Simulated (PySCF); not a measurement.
Geometry:
| atom | x (Å) | y (Å) | z (Å) |
| --- | --- | --- | --- |
| B1 | 0.000 | 0.000 | 0.000 |
| F2 | 0.016 | -0.020 | 1.403 |
| F3 | 1.317 | 0.009 | -0.482 |
| F4 | -0.669 | 1.151 | -0.445 |
| F5 | -0.665 | -1.140 | -0.477 |

Total charge -1.

Geometry: PBE0-D3(BJ)/def2-SVP; GIAO absolute shieldings from PySCF 2.14, gas phase, non-relativistic, averaged over equivalent atoms.

At wB97X-D/pcSseg-1 (85 basis functions, 3.1 s wall time on 1 thread of an Arm Neoverse V2, shared host):
| atoms | σ (ppm) |
| --- | --- |
| B1 | 104.3 |
| F2/F3/F4/F5 | 349.5 |

Problem. What do these become at PBE0/pcSseg-1?

Solution. 
| atoms | σ at PBE0/pcSseg-1 | change |
| --- | --- | --- |
| B1 | 103.6 | -0.7 |
| F2/F3/F4/F5 | 346.5 | -3.0 |

The largest change is at F2/F3/F4/F5 (fluorine bonded to B). Cost: 85 basis functions, 2.9 s wall time on 1 thread of an Arm Neoverse V2, shared host.
